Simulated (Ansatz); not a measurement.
Relaxation of [closo-1-(F)B9H8]2- (B9H8F²⁻) with RKS r2SCAN-D4/def2-SVPD.

```sh
$ ansatz run in.yaml --threads 4 --pin off --events-out ev --progress --plain --max-ram 4787MiB
```

```yaml
crystal:
  periodic: [false, false, false]
  atoms:
    - {symbol: B, position_ang: [-1.058700, -0.944730, 0.326420]}
    - {symbol: B, position_ang: [1.028040, 0.712230, 0.751730]}
    - {symbol: B, position_ang: [-0.050780, -0.325360, 1.537430]}
    - {symbol: B, position_ang: [1.434330, 0.097210, -0.770590]}
    - {symbol: B, position_ang: [-0.980410, 0.818230, 0.709010]}
    - {symbol: B, position_ang: [-1.380860, 0.248940, -0.830950]}
    - {symbol: B, position_ang: [-0.007120, -0.643000, -1.290980]}
    - {symbol: B, position_ang: [0.938660, -1.050500, 0.370050]}
    - {symbol: B, position_ang: [0.080440, 1.114040, -0.915780]}
    - {symbol: F, position_ang: [-0.098570, -0.638950, 2.999160]}
    - {symbol: H, position_ang: [-1.838610, -1.863960, 0.541380]}
    - {symbol: H, position_ang: [1.782170, 1.451550, 1.371040]}
    - {symbol: H, position_ang: [2.506580, 0.173640, -1.368860]}
    - {symbol: H, position_ang: [-1.677060, 1.634410, 1.297830]}
    - {symbol: H, position_ang: [-2.411570, 0.437020, -1.475400]}
    - {symbol: H, position_ang: [-0.022330, -1.335450, -2.309150]}
    - {symbol: H, position_ang: [1.605830, -2.046750, 0.617210]}
    - {symbol: H, position_ang: [0.149960, 2.161450, -1.559530]}
basis:
  gaussian: {orbitals: def2-SVPD}
total_charge: -2
hamiltonian: {xc: r2scan, dispersion: d4}
scf: {lower_state_search: "off"}
output: {orbitals: {seedname: orbitals}}
relax: {f_tol: 0.02, max_steps: 100}
```

It took 42 s on 4 threads of Arm Neoverse V1 on a shared host.

Positions (Å) and forces (eV/Å) at steps 1, 2, 3, 4, 5 of 5:

```xyz
18
step=1 energy=-8926.3616 eV
B    -1.059   -0.945    0.326   -0.073   -0.060    0.004
B     1.028    0.712    0.752    0.063    0.063    0.025
B    -0.051   -0.325    1.537   -0.075   -0.515    2.348
B     1.434    0.097   -0.771    1.025    0.069   -0.574
B    -0.980    0.818    0.709   -0.032    0.070    0.019
B    -1.381    0.249   -0.831   -0.987    0.167   -0.623
B    -0.007   -0.643   -1.291    0.003   -0.270   -0.319
B     0.939   -1.050    0.370    0.048   -0.067    0.008
B     0.080    1.114   -0.916    0.009    0.384   -0.171
F    -0.099   -0.639    2.999    0.041    0.271   -1.271
H    -1.839   -1.864    0.541    0.090    0.113    0.068
H     1.782    1.452    1.371   -0.090   -0.129    0.014
H     2.507    0.174   -1.369   -0.208   -0.010    0.097
H    -1.677    1.634    1.298    0.072   -0.135    0.019
H    -2.412    0.437   -1.475    0.197   -0.032    0.104
H    -0.022   -1.335   -2.309    0.005    0.151    0.130
H     1.606   -2.047    0.617   -0.077    0.118    0.067
H     0.150    2.161   -1.560   -0.010   -0.191    0.055
18
step=2 energy=-8926.4542 eV
B    -1.057   -0.938    0.327   -0.010   -0.077   -0.018
B     1.026    0.706    0.750    0.000    0.086    0.010
B    -0.051   -0.331    1.561   -0.043   -0.291    1.309
B     1.451    0.100   -0.784    0.424    0.020   -0.203
B    -0.978    0.812    0.707    0.021    0.090    0.011
B    -1.397    0.252   -0.846   -0.409    0.058   -0.224
B    -0.006   -0.639   -1.300    0.001   -0.164   -0.134
B     0.937   -1.044    0.371   -0.007   -0.080   -0.016
B     0.080    1.114   -0.926    0.002    0.208   -0.046
F    -0.099   -0.639    2.996    0.030    0.199   -0.924
H    -1.834   -1.848    0.568    0.019    0.022    0.022
H     1.776    1.426    1.389   -0.020   -0.028    0.011
H     2.515    0.176   -1.381   -0.086   -0.006    0.047
H    -1.673    1.609    1.316    0.014   -0.029    0.012
H    -2.420    0.440   -1.488    0.082   -0.015    0.050
H    -0.021   -1.314   -2.322    0.001    0.041    0.047
H     1.601   -2.031    0.644   -0.016    0.023    0.021
H     0.149    2.147   -1.581   -0.003   -0.057    0.026
18
step=3 energy=-8926.4846 eV
B    -1.054   -0.938    0.328    0.004    0.019   -0.039
B     1.022    0.707    0.750   -0.012    0.005   -0.048
B    -0.052   -0.335    1.577    0.008    0.048   -0.257
B     1.463    0.100   -0.789   -0.025   -0.001   -0.001
B    -0.973    0.813    0.707    0.017    0.004   -0.047
B    -1.408    0.253   -0.851    0.025   -0.007   -0.001
B    -0.006   -0.641   -1.304    0.002    0.012    0.010
B     0.934   -1.044    0.371   -0.004    0.020   -0.038
B     0.080    1.118   -0.929   -0.003   -0.013    0.015
F    -0.097   -0.630    2.951   -0.014   -0.092    0.430
H    -1.829   -1.846    0.582   -0.009   -0.009    0.004
H     1.768    1.419    1.401    0.008    0.006    0.008
H     2.523    0.176   -1.380    0.021    0.002   -0.015
H    -1.666    1.602    1.327   -0.008    0.007    0.006
H    -2.428    0.439   -1.488   -0.020    0.005   -0.016
H    -0.020   -1.311   -2.325   -0.001   -0.011   -0.011
H     1.596   -2.028    0.657    0.008   -0.009    0.003
H     0.149    2.146   -1.584    0.001    0.015   -0.006
18
step=4 energy=-8926.4883 eV
B    -1.054   -0.938    0.327    0.004   -0.003    0.004
B     1.022    0.707    0.749   -0.013    0.008    0.002
B    -0.052   -0.336    1.581    0.000   -0.007    0.004
B     1.462    0.100   -0.791   -0.001   -0.003    0.002
B    -0.972    0.813    0.705    0.016    0.007    0.003
B    -1.408    0.253   -0.853    0.001   -0.005    0.001
B    -0.006   -0.641   -1.306    0.001    0.001    0.003
B     0.934   -1.044    0.370   -0.006   -0.004    0.005
B     0.080    1.118   -0.930   -0.002   -0.001    0.012
F    -0.098   -0.634    2.970    0.001    0.007   -0.031
H    -1.829   -1.845    0.581   -0.003   -0.001   -0.002
H     1.768    1.420    1.399    0.003    0.002   -0.001
H     2.523    0.176   -1.383    0.002   -0.001    0.001
H    -1.666    1.603    1.325   -0.004    0.002   -0.002
H    -2.427    0.440   -1.490   -0.002    0.000    0.001
H    -0.020   -1.313   -2.326    0.000   -0.001    0.000
H     1.596   -2.028    0.655    0.004   -0.001   -0.003
H     0.149    2.148   -1.584    0.000    0.001    0.000
18
step=5 energy=-8926.4884 eV
B    -1.054   -0.938    0.327   -0.001    0.001    0.002
B     1.021    0.707    0.749   -0.007    0.003   -0.002
B    -0.052   -0.336    1.580    0.000   -0.006    0.003
B     1.462    0.100   -0.790   -0.001   -0.002   -0.003
B    -0.972    0.813    0.705    0.009    0.003   -0.001
B    -1.408    0.253   -0.852    0.001   -0.004   -0.003
B    -0.006   -0.641   -1.305    0.001    0.001   -0.002
B     0.934   -1.044    0.370    0.000    0.001    0.003
B     0.080    1.118   -0.929   -0.001    0.001    0.006
F    -0.098   -0.634    2.969    0.000    0.001   -0.002
H    -1.830   -1.845    0.580   -0.001    0.000    0.000
H     1.769    1.420    1.399    0.001    0.000    0.000
H     2.523    0.176   -1.382    0.000    0.000    0.001
H    -1.666    1.603    1.324   -0.001    0.000    0.000
H    -2.428    0.440   -1.489    0.000    0.000    0.001
H    -0.020   -1.313   -2.326    0.000    0.000    0.000
H     1.597   -2.028    0.655    0.001    0.000   -0.001
H     0.149    2.148   -1.583    0.000    0.000    0.000
```

A multiply charged anion in the gas phase is held together partly by the finite basis. The highest occupied level of the charge -2 singlet lies above zero (up to 3.59 eV). The electron is either unbound and held by the finite basis, or the level is raised by self-interaction error. Another isomer (singlet) lies 0.08 eV lower at PBE0-D4/def2-TZVPD; other spin states weren't run for this one.
